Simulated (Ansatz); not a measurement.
Born–Oppenheimer molecular dynamics of H7NO3Si (12 atoms, charge 0, multiplicity 1). It starts from a rough guess of a transition structure, not a stationary point.

Level of theory: Ansatz, UKS PBE0-D4/STO-3G.

```yaml
ensemble: NVE (velocity Verlet)
time_step: 0.5 fs
steps_asked: 150
starting_velocities_drawn_for: 600 K
seed: 846183
```

First frame:

```xyz
12
Properties=species:S:1:pos:R:3
Si -0.300 0.002 -0.446
N 0.963 -0.132 1.252
O -0.788 -1.366 -1.163
O -1.235 1.327 -0.299
O 0.841 0.510 -1.512
H -0.226 -0.674 1.580
H -1.062 -0.792 1.076
H 1.765 -0.739 1.132
H 1.307 0.744 1.625
H -0.447 -1.523 -2.043
H -2.037 1.263 0.211
H 1.220 1.380 -1.413
```

**Question.** How far do the bonds stretch over the last three quarters of this one trajectory? (Pairs bonded in most of those frames.)

**Answer.** 
```tsv
bond	mean (Å)	spread (Å)	shortest	longest
Si1–O3	1.719	0.037	1.66	1.78
Si1–O4	1.736	0.055	1.64	1.82
Si1–O5	1.777	0.086	1.62	1.90
Si1–H7	1.496	0.104	1.33	1.66
N2–H6	1.065	0.031	1.00	1.14
N2–H8	1.064	0.049	0.99	1.14
N2–H9	1.063	0.052	0.98	1.15
O3–H10	1.025	0.045	0.96	1.10
O4–H11	1.027	0.050	0.94	1.10
O5–H12	1.029	0.042	0.96	1.09
```

Mean temperature of the second half: 1728 K. The conserved energy stayed within 0.86 meV per atom of its start (net change -0.21 meV per atom), so the integration is sound. The system heated up, since it started high on the potential surface and ran downhill. A run of 0.075 ps of so small a system gives no equilibrium averages. The orbitals stay closed-shell, which can raise the energy where a bond breaks towards radicals; this wasn't checked here. Limits of this set-up: minimal basis.

The run took 8 min on 1 thread of Arm Neoverse V2, with other jobs on the host, peak memory 0.14 GiB.
